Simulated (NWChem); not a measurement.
C2H5BF2O; SMILES OCB(F)CF

```xyz
11

O     -0.7594    -2.2562    -0.0623
C     -0.8989    -0.8442     0.0497
B      0.4289    -0.0157    -0.0028
F      1.6005    -0.6679     0.0047
C      0.4687     1.5596    -0.0248
F     -0.8264     2.0884    -0.0026
H      0.1528    -2.4864     0.1694
H     -1.4310    -0.5676     0.9819
H     -1.5703    -0.4966    -0.7501
H      1.0265     1.9585     0.8367
H      0.9857     1.9316    -0.9230
```
Atoms are numbered in this order, from 1.

All runs: NWChem. Pople sets run with spherical d functions. All runs use the structure optimised with B3LYP/6-31G* (spherical d). GIAO values for the isolated, static molecule; σ is the absolute isotropic shielding, δ = σ(reference) − σ with the isolated reference molecule computed at the same levels (13C: tetramethylsilane, 19F: trichlorofluoromethane, 1H: tetramethylsilane, 17O: water).

For level B3LYP/6-31G*:

| Property | Value |
|---|---|
| δ O1 (ppm) | -20.0 |
| δ F4 (ppm) | -48.4 |
| δ C5 (ppm) | 74.3 |
| δ H7 (ppm) | 0.37 |
| δ H9 (ppm) | 4.10 |
| δ H10 (ppm) | 4.28 |

Question: How do the values read with level Hartree-Fock/6-31G* instead?

Answer: The δ O1 (ppm) is -35.4. The δ F4 (ppm) comes out as -29.0 and the δ C5 (ppm) is 69.8. The δ H7 (ppm) is 1.04, the δ H9 (ppm) is 3.87 and the δ H10 (ppm) comes out as 4.18.
